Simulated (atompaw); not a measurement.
What one change does to a pseudopotential (oxygen (O), PAW (atompaw))

atompaw 4.2.0.5 input, output lines left out:

```
O 8
GGA-PBE scalarrelativistic loggrid 1500 logderivrange -4 5 226
2 2 0 0 0 0
2 1 4
0 0 0
c
v
v
2
2.05 2.00 1.70 1.30
y
-0.55
n
y
4.25
n
y
0.4
y
1.9
n
custom polynom vanderbiltortho besselshape
bessel
2.05
2.05
2.05
2.05
2.05
1.95
```

All-electron outer shells of the reference configuration (PBE, scalar-relativistic, ld1.x):

| shell | level (eV) | outermost node (bohr) | outermost maximum (bohr) |
| --- | --- | --- | --- |
| 1s | -514.70 | – | 0.13 |
| 2s | -23.96 | 0.28 | 0.87 |
| 2p | -9.03 | – | 0.82 |

Change: all radii scaled by about 1.05 (s 2.16, p 2.16, d 2.16 bohr); local potential bessel scheme, radius 1.78 bohr; augmentation besselshape compensation charge, radius 2.10 bohr; PAW radius 2.16 bohr; waves and projectors: custom polynom vanderbiltortho; core correction smooth core density matched at 1.36 bohr.

Cutoffs: the cutoffs (Ry, on a coarse ladder) from which the occupation-weighted sum of valence levels, in a spherical-Bessel basis at the reference potential, stays within 10 and 1 mRy of its value at 400 Ry; they do not see the model core or the augmentation charge, which bear on the density cutoff.

Task: What does the change do?

Result: The potential gets softer (15 Ry and 30 Ry → 15 Ry and 25 Ry); neither file shows a bound ghost. A larger radius leaves more room for a smooth pseudo-wave, so fewer plane waves are needed.

```csv
quantity,base,changed
"cutoff, loose",15 Ry,15 Ry
"cutoff, tight",30 Ry,25 Ry
loose cutoff by channel (10 mRy a level),"s 10 Ry, p 15 Ry","s 8 Ry, p 12 Ry"
bound ghosts,none,none
lowest overlap eigenvalue by channel,"s 0.96, p 0.85, d 1.00","s 0.96, p 0.83, d 1.00"
```

 The cutoffs see the waves, projectors and local potential, not the compensation charge or the core.
